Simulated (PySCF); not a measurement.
C8H9OP.
Numbering: `[CH3:1][C:2]#[C:3][P:4]([CH3:5])[c:6]1[cH:7][cH:8][o:9][cH:10]1`

NICS is the negative of the GIAO shielding at a point without a nucleus: at the ring centre (0) and 1 Å above and below it (1); zz is the component along the ring normal. Level: GIAO PBE/pcSseg-1 (PySCF, non-relativistic, gas phase) on the PBE0-D3(BJ)/def2-SVP geometry, one conformer.

Ring bond lengths (Å): C6–C7 1.437, C7–C8 1.361, C8–O9 1.348, O9–C10 1.349, C10–C6 1.368.

Q: What do the NICS probes read (ppm)?

A: 
```csv
ring,type,NICS(0),"NICS(1), two faces","NICS(1)zz, two faces",rms pucker (Å),"centre to ring atoms, mean (Å)"
C6–C7–C8–O9–C10,5-membered ring with O; formal bonds all aromatic,-11.6,-10.0 / -10.2,-25.7 / -25.3,0.00,1.17
```

Q: What do they say, and how far can they be read as aromaticity?

A: 
- C6–C7–C8–O9–C10: mean NICS(1)zz -25.5 ppm, shielded. For a flat ring without four-coordinate atoms the NICS criterion counts such a value as aromatic.

Q: And the bond-length index? HOMA takes Krygowski's 1993 parameters.

A: 
- C6–C7–C8–O9–C10: HOMA 0.38; the largest term is that of O9–C10, α(R − Ropt)² = 1.12.

Q: At the first NICS(1) probe listed for ring C6–C7–C8–O9–C10, 1 Å off the ring, what do the in-plane components average?

A: The isotropic value is a third of the trace: (3 × -10.0 − (-25.7))/2 = -2.2 ppm.

Q: How shielded are the nuclei of the rings and their hydrogens (means over atoms taken as equivalent)?

A: 
```
   atoms                        environment  σ isotropic (ppm)  principal values of the symmetric part, first atom (ppm)
      C6        substituted aromatic carbon               52.3                                        -13.0, 29.4, 140.6
      C7                 aromatic CH carbon               63.1                                        -22.3, 62.6, 149.1
      C8  aromatic CH next to a ring oxygen               36.0                                         -37.3, 45.5, 99.8
      O9                  furan-type oxygen               18.9                                      -127.4, -53.4, 237.6
     C10  aromatic CH next to a ring oxygen               40.5                                         -28.0, 49.5, 99.9
 H on C7                  aromatic hydrogen              24.62                                          22.2, 24.0, 27.7
 H on C8                  aromatic hydrogen              23.90                                          21.1, 24.8, 25.8
H on C10                  aromatic hydrogen              24.30                                          20.3, 24.2, 28.3
```

Q: How do the values depend on the level or the medium?

A: 
```csv
level,"NICS(0), C6–C7–C8–O9–C10","mean NICS(1)zz, C6–C7–C8–O9–C10"
"PBE/pcSseg-1, gas",-11.6,-25.5
"PBE0/pcSseg-1, gas",-11.8,-25.8
"PBE0/pcSseg-1, IEF-PCM benzene",-11.7,-25.8
"PBE0/pcSseg-1, IEF-PCM chloroform",-11.6,-25.8
```

The geometry is the same throughout; the continuum's cavity takes Bondi-type radii × 1.2.

Shape of the structure used: `[CH3:1][C:2]#[C:3][P:4]([CH3:5])[c:6]1[cH:7][cH:8][o:9][cH:10]1`: C3–P4–C6–C7 57°.
